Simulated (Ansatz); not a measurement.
A nudged elastic band was laid between two geometries of CH6BFSSi (11 atoms, charge 0, multiplicity 1).

Method: RKS r2SCANh-D4/def2-SVP (Ansatz 0.2.0).

* movable images: 5
* climbing image: yes
* spring: 5.0 eV/Å²
* optimiser: quadratic models (default)
* start path: through a guess of the saddle point
* force threshold: 0.05 eV/Å
* iteration limit: 60
* end points: relaxed

First end point:

```xyz
11
Properties=species:S:1:pos:R:3
B -0.686 1.728 1.420
C -0.452 0.626 0.345
S 1.045 -0.404 0.613
Si 0.901 -1.669 -1.076
F 1.066 -0.824 -2.454
H 0.056 1.897 2.352
H -1.659 2.432 1.292
H -0.406 1.122 -0.642
H -1.361 -0.004 0.304
H -0.440 -2.304 -1.156
H 2.002 -2.658 -0.976
```

Last end point:

```xyz
11
Properties=species:S:1:pos:R:3
B -0.824 1.471 1.396
C -0.405 0.668 0.128
S 0.931 -0.568 0.296
Si 0.458 -1.915 -1.745
F 1.200 -0.756 -2.671
H -0.315 1.295 2.473
H -1.700 2.289 1.270
H -0.031 1.376 -0.633
H -1.275 0.191 -0.363
H 0.327 -1.379 1.193
H 1.699 -2.729 -1.323
```

Task: Which bonds break or form, and what moves?

Result: Bonds broken: Si4–H10. Bonds formed: S3–H10.

Task: Give the energies along the band, and the barrier.

Result: It converged. The highest image is number 3 of 0 to 6, 2.72 eV above the first end and 0.56 eV above the last; the last end lies 2.16 eV above the first. Neighbouring images differ by up to 1.9 eV, so the band resolves the path poorly. A vibrational analysis at the climbing image gives one clearly imaginary mode, 734i cm⁻¹, and a faint second one (25i cm⁻¹) that may be numerical noise or a soft torsion: probably a first-order saddle point. The orbitals stay closed-shell, which can raise the energy where a bond breaks towards radicals; this wasn't checked here.

| image | path coordinate (Å) | energy (eV) | Si4–H10 (Å) | S3–H10 (Å) |
| --- | --- | --- | --- | --- |
| 0 | 0.00 | 0.00 | 1.49 | 2.99 |
| 1 | 0.79 | 0.02 | 1.48 | 2.96 |
| 2 | 1.59 | 0.83 | 1.46 | 2.39 |
| 3 | 2.38 | 2.72 | 1.66 | 1.60 |
| 4 | 3.42 | 2.20 | 2.79 | 1.35 |
| 5 | 4.44 | 2.18 | 3.08 | 1.35 |
| 6 | 5.46 | 2.16 | 2.99 | 1.35 |

Task: What is the geometry of the highest image?

Result: 
```xyz
11
Properties=species:S:1:pos:R:3:forces:R:3
B -0.733 1.594 1.371 -0.01 0.00 0.01
C -0.350 0.584 0.249 0.01 0.00 -0.03
S 0.890 -0.683 0.699 -0.01 0.00 0.01
Si 0.642 -1.926 -1.407 0.01 -0.02 -0.02
F 0.651 -0.648 -2.434 0.00 0.01 0.00
H -0.245 1.568 2.471 0.00 0.00 0.00
H -1.550 2.439 1.096 0.00 0.00 0.00
H 0.021 1.160 -0.618 0.00 -0.01 0.00
H -1.268 0.099 -0.138 -0.01 0.01 0.02
H -0.057 -1.827 0.093 0.00 0.01 0.01
H 2.063 -2.417 -1.361 0.00 0.00 0.00
```

Time of the run: 3.6 min on 2 threads of Intel(R) Xeon(R) Platinum 8488C (Sapphire Rapids) (shared host), peak memory 0.29 GiB.
